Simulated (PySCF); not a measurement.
BAs: from constants to spectrum

ROHF-CCSD(T) constants of BAs, ³Π (triplet), unpaired electrons σ ↑, π ↑ (PySCF, no relativity, basis sets B 6-31G(d,p), As 6-31G(d,p); masses 11.0093 and 74.9216 u):

```
ωe           : 785.3 cm⁻¹
ωexe         : 4.93 cm⁻¹
Be           : 0.50083 cm⁻¹
αe           : 0.00402 cm⁻¹
De to B + As : 2.39 eV
```

**Question.** What force constant and bond length do these constants imply?

**Answer.** Reduced mass μred = 9.5988 u; k = 5.8918×10⁻⁷·μred·ωe² (u, cm⁻¹, mdyn/Å) = 3.49 mdyn/Å; Re = √(16.8576/(μred·Be)) (u, cm⁻¹, Å) = 1.873 Å.

**Question.** Estimate the centrifugal constant D from the Kratzer relation and find the Dunham coefficient a1.

**Answer.** D = 4Be³/ωe² = 8.15e-07 cm⁻¹; a1 = −1 − αeωe/(6Be²) = -3.10.

Correlated steps freeze 10 core orbitals. Correlated levels converge slowly with the basis: in double zeta they bind strong bonds too weakly, by up to about 1 eV, and carry superposition errors of some tenths. Spin–orbit coupling is left out. The state is the lowest determinant that a PBE0 search found; another state may lie lower at other levels.
